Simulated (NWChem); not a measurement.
CH$_{2}$BrF; SMILES BrCF

Program: NWChem. Pople sets run with spherical d functions. This build's default masses of Se (78.918 u) and Br (79.917 u) are each other's, which moves their modes by up to 0.6 %. Each level has its own optimisation. Entropies are gas-phase, rigid-rotor, harmonic values for NWChem's default masses at 298.15 K and 1 bar, so the errors hold that model's part too (torsions, anharmonicity).

Measured entropy at 1 bar: 66.0 cal/(mol K) (CRC Handbook, as tabulated in the package chemicals).

```tsv
level	entropy at 1 bar (cal/(mol K))	computed − measured
Hartree-Fock/STO-3G	…	…
Hartree-Fock/3-21G	66.1	+0.1
Hartree-Fock/6-31G*	65.7	-0.3
B3LYP/6-31G*	66.1	+0.1
LDA (Slater exchange, VWN5)/def2-SVP	…	…
PBE/def2-SVP	66.2	+0.2
BLYP/def2-SVP	66.4	+0.4
PBE0/def2-SVP	65.9	-0.1
```

Task: Complete the blanks.

Result: 
- LDA (Slater exchange, VWN5)/def2-SVP, entropy at 1 bar (cal/(mol K)): 66.0
- LDA (Slater exchange, VWN5)/def2-SVP, computed − measured: 0.0
- Hartree-Fock/STO-3G, entropy at 1 bar (cal/(mol K)): 65.5
- Hartree-Fock/STO-3G, computed − measured: -0.5
